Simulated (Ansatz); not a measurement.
Start from `CC[Si](F)(F)F` and change one atom or group to get `[OH][GaH][Si](F)(F)F`.

Ansatz, PBE0-D4/def2-TZVP geometries, multiplicity 1. Each molecule was computed in one conformer, which needn't be the lowest.

Scalar relativity is left out up to krypton.

```json
{"property": "HOMO–LUMO gap (B3LYP/def2-TZVPP) / eV", "`CC[Si](F)(F)F`": "9.74"}
{"property": "LUMO energy (PBE0/def2-TZVPP) / eV", "`CC[Si](F)(F)F`": "0.78"}
{"property": "HOMO energy (PBE/def2-TZVPP) / eV", "`CC[Si](F)(F)F`": "-8.05"}
{"property": "size of the dipole moment (B3LYP/def2-TZVPP) / D", "`CC[Si](F)(F)F`": "2.51"}
{"property": "HOMO energy (PBE0/def2-TZVPP) / eV", "`CC[Si](F)(F)F`": "-9.50"}
{"property": "HOMO energy (ωB97M-V/def2-TZVPP) / eV", "`CC[Si](F)(F)F`": "-11.78"}
```

(1) What does the change do to each property? (Best estimate.)

Answers

(1) The calculation gave: 
| property | `[OH][GaH][Si](F)(F)F` | shift |
| --- | --- | --- |
| HOMO–LUMO gap (B3LYP/def2-TZVPP) / eV | 5.93 | -3.81 |
| LUMO energy (PBE0/def2-TZVPP) / eV | -2.18 | -2.96 |
| HOMO energy (PBE/def2-TZVPP) / eV | -7.23 | 0.82 |
| size of the dipole moment (B3LYP/def2-TZVPP) / D | 0.64 | -1.87 |
| HOMO energy (PBE0/def2-TZVPP) / eV | -8.56 | 0.94 |
| HOMO energy (ωB97M-V/def2-TZVPP) / eV | -10.67 | 1.11 |

With PBE0 the HOMO rises by 0.94 eV and the LUMO falls by 2.96 eV, so the gap narrows by about 3.90 eV. PBE moves the HOMO by 0.82 eV and ωB97M-V by 1.11 eV. The zero-point energy changes by -117.5 kJ/mol with -9 modes. Dipoles are sizes alone; their direction can turn.

B3LYP here is the variant with VWN-RPA as its local correlation; programs differ in this.
